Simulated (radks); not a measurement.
The numbers below are computed, except where a source is named.
Isoelectronic series with 15 electrons, each ion in its NIST ground configuration. Code: a radial shooting solver on a logarithmic mesh with Libxc functionals. Model: Dirac Kohn-Sham, PBE, spin-unpolarised, spherical densities, finite nucleus; open shells are shared between the two j in proportion to 2j + 1; Fermi nuclear charge, rms radius of each element as measured or else 0.836 A^(1/3) + 0.57 fm. Total energies (hartree) and orbital eigenvalues (eV):

| ion | configuration | E (hartree) | 3p3/2 | 3p1/2 | 3s1/2 | 2p3/2 |
|---|---|---|---|---|---|---|
| P | [Ne] 3s2 3p3 | -341.90250 | -5.4887 | -5.5422 | -13.9687 | -124.1691 |
| S+ | [Ne] 3s2 3p3 | -398.61400 | -16.7620 | -16.8610 | -27.6287 | -167.8243 |
| Cl2+ | [Ne] 3s2 3p3 | -459.98919 | -31.6286 | -31.7914 | -44.9140 | -219.0026 |
| Ar3+ | [Ne] 3s2 3p3 | -526.02309 | -49.8527 | -50.1014 | -65.5813 | -277.4049 |
| K4+ | [Ne] 3s2 3p3 | -596.71746 | -71.3227 | -71.6833 | -89.5215 | -342.8880 |
| Ca5+ | [Ne] 3s2 3p3 | -672.07766 | -95.9751 | -96.4783 | -116.6762 | -415.3704 |
| Sc6+ | [Ne] 3s2 3p3 | -752.11152 | -123.7708 | -124.4520 | -147.0122 | -494.8014 |
| Ti7+ | [Ne] 3s2 3p3 | -836.82864 | -154.6841 | -155.5838 | -180.5100 | -581.1479 |
| V8+ | [Ne] 3s2 3p3 | -926.24005 | -188.6975 | -189.8619 | -217.1586 | -674.3877 |
| Cr9+ | [Ne] 3s2 3p3 | -1020.35785 | -225.7991 | -227.2803 | -256.9530 | -774.5053 |
| Mn10+ | [Ne] 3s2 3p3 | -1119.19530 | -265.9805 | -267.8370 | -299.8920 | -881.4901 |
| Fe11+ | [Ne] 3s2 3p3 | -1222.76672 | -309.2360 | -311.5330 | -345.9774 | -995.3351 |
| Co12+ | [Ne] 3s2 3p3 | -1331.08724 | -355.5618 | -358.3716 | -395.2133 | -1116.035 |
| Ni13+ | [Ne] 3s2 3p3 | -1444.17317 | -404.9555 | -408.3579 | -447.6056 | -1243.588 |
| Cu14+ | [Ne] 3s2 3p3 | -1562.04098 | -457.4159 | -461.4988 | -503.1616 | -1377.993 |
| Zn15+ | [Ne] 3s2 3p3 | -1684.70911 | -512.9425 | -517.8021 | -561.8902 | -1519.248 |
| Ga16+ | [Ne] 3s2 3p3 | -1812.19607 | -571.5359 | -577.2771 | -623.8010 | -1667.356 |
| Ge17+ | [Ne] 3s2 3p3 | -1944.52155 | -633.1969 | -639.9340 | -688.9050 | -1822.318 |
| As18+ | [Ne] 3s2 3p3 | -2081.70657 | -697.9270 | -705.7840 | -757.2141 | -1984.136 |
| Se19+ | [Ne] 3s2 3p3 | -2223.77219 | -765.7281 | -774.8393 | -828.7411 | -2152.814 |
